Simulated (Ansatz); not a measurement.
Stepwise reaction of `C[NH][Al]([F])[F]` with hydrogen, as a gas-phase model of exchange steps in deposition or etching. ΔE in kJ/mol; ΔG adds harmonic PBE0-D4 terms to CCSD(T)/CBS, at 1 bar.

Computed with Ansatz on PBE0-D4/def2-TZVP structures; ΔE is electronic, products minus reactants. CCSD(T)/CBS is the MP2 limit (def2-TZVPP, def2-QZVPP) plus CCSD(T) − MP2 in def2-TZVPP, frozen cores. This one scheme is used for every species. DFT in def2-TZVPP. B3LYP here is the variant with VWN-RPA as its local correlation; programs differ in this. One conformer a species, not always the lowest.

```tsv
step	reaction	PBE-D4	B3LYP-D4	ωB97M-V	CCSD(T)/CBS	ΔG(500 K)
1	`C[NH][Al]([F])[F]` + H₂ → `C[NH][AlH][F]` + H–F	151.7	161.0	158.0	159.4	156.5
2	`C[NH][AlH][F]` + H₂ → `C[NH][AlH2]` + H–F	161.5	170.3	168.6	168.4	166.3
```

Problem. By hand: ΔE of the 2 steps together at CCSD(T)/CBS.

Solution. (159.4) + (168.4) = 327.8 kJ/mol, or 163.9 kJ/mol a step.

In ΔE each step is higher than the one before. All are uphill at CCSD(T)/CBS. ΔG lies between 156.5 and 166.3 kJ/mol a step. PBE-D4 differs from CCSD(T)/CBS by -7.7 to -6.9 kJ/mol a step. Isolated molecules leave out the surface, adducts and barriers. Largest T1 diagnostic: 0.012.
